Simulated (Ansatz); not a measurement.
B₄As₅H₁₆⁺, a cluster cut from zinc blende BAs (hydrogen-capped), 25 atoms. Hardware: 4 threads of Arm Neoverse V1 on a shared host.

Correlated methods freeze 49 core orbitals; core or outer-core shells of As are correlated, in sets that lack core-valence functions.

Question: How many basis functions does each of these Ansatz runs have, and roughly what does it cost? PBE-D4/def2-SVP, charge 0 doublet at the geometry of the charge 1 singlet, energy, from earlier orbitals; r2SCAN-D4/def2-SVP, charge 1 singlet, relaxation, 6 steps; PBE-D4/def2-SVP, charge 2 doublet at the geometry of the charge 1 singlet, energy, from earlier orbitals; PBE0-D4/def2-SVP, charge 1 singlet, energy, from earlier orbitals; PBE0-D4/def2-SVP, charge 0 doublet at the geometry of the charge 1 singlet, energy; r2SCAN-D4/def2-TZVP, charge 1 singlet, energy, from earlier orbitals; MP2/def2-SVP, charge 1 singlet, energy, from earlier orbitals; HF/STO-3G, charge 1 singlet, energy; PBE0-D4/def2-TZVP, charge 1 singlet, energy, from earlier orbitals; PBE-D4/def2-SVP, charge 1 triplet at the geometry of the charge 1 singlet, energy, from earlier orbitals; PBE-D4/def2-SVP, charge 1 singlet, energy, from earlier orbitals; PBE0-D4/def2-SVP, charge 2 doublet at the geometry of the charge 1 singlet, energy.

Answer: Other jobs shared the machine, so times can vary by a factor of up to 3. A dash marks memory too small to be measured apart from the calling script's.

```
                                                                                                     run  functions  fitting or Cholesky vectors  wall time  peak host memory (GiB)
                                                                     HF/STO-3G, charge 1 singlet, energy        126                         1432      2.6 s                       –
                                        PBE-D4/def2-SVP, charge 1 singlet, energy, from earlier orbitals        296                         3359       10 s                       –
                                       PBE0-D4/def2-SVP, charge 1 singlet, energy, from earlier orbitals        296                         2978       22 s                     1.6
PBE-D4/def2-SVP, charge 0 doublet at the geometry of the charge 1 singlet, energy, from earlier orbitals        296                         3359       23 s                    0.94
                                           MP2/def2-SVP, charge 1 singlet, energy, from earlier orbitals        296                         2978       27 s                     1.7
                                    r2SCAN-D4/def2-TZVP, charge 1 singlet, energy, from earlier orbitals        460                         3245       39 s                     1.8
                                      PBE0-D4/def2-TZVP, charge 1 singlet, energy, from earlier orbitals        460                         3226       51 s                     3.6
PBE-D4/def2-SVP, charge 1 triplet at the geometry of the charge 1 singlet, energy, from earlier orbitals        296                         3359       64 s                       2
PBE-D4/def2-SVP, charge 2 doublet at the geometry of the charge 1 singlet, energy, from earlier orbitals        296                         3359       71 s                       2
                      PBE0-D4/def2-SVP, charge 0 doublet at the geometry of the charge 1 singlet, energy        296                         2978       76 s                     2.6
                                               r2SCAN-D4/def2-SVP, charge 1 singlet, relaxation, 6 steps        296                         3359       85 s                       –
                      PBE0-D4/def2-SVP, charge 2 doublet at the geometry of the charge 1 singlet, energy        296                         2978    1.9 min                     2.6
```
